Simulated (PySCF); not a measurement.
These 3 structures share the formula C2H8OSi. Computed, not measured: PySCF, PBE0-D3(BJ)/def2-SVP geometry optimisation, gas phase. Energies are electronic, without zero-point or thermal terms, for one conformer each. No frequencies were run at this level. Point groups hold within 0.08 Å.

**Question.** Order them by energy at this level, lowest first, and give relative energies in kJ/mol.
A. `[CH3:1][CH2:2][O:3][SiH3:4]` with C1–C2–O3–Si4 180°
B. `[CH3:1][CH2:2][SiH2:3][OH:4]` with C1–C2–Si3–O4 177°, C2–Si3–O4–H 60°
C. `[CH3:1][O:2][CH2:3][SiH3:4]` with C1–O2–C3–Si4 179°

**Answer.** B (0.0), A (62.2), C (196.5).

As drawn, the lowest has an O–H bond and an Si–O bond, which the highest lacks.

```csv
SMILES,E (Eh),E rel (kJ/mol),dipole (D),point group,"A, B, C (MHz)"
CC[SiH2]O,-445.27818,0.0,1.85,–,"16813, 2817, 2576"
CCO[SiH3],-445.25449,62.2,1.05,Cs,"25105, 2560, 2462"
COC[SiH3],-445.20332,196.5,1.57,Cs,"23156, 2503, 2391"
```

**Question.** How do the relative energies change in single points at PBE0/pcSseg-1 (no added dispersion term) on the same geometries?

**Answer.** 
```csv
SMILES,PBE0-D3(BJ)/def2-SVP (kJ/mol),PBE0/pcSseg-1 (kJ/mol),shift
CC[SiH2]O,0.0,0.0,0.0
CCO[SiH3],62.2,65.2,+3.0
COC[SiH3],196.5,199.3,+2.8
```

Each column counts from its own lowest isomer. The order is unchanged; the largest shift is 3.0 kJ/mol.
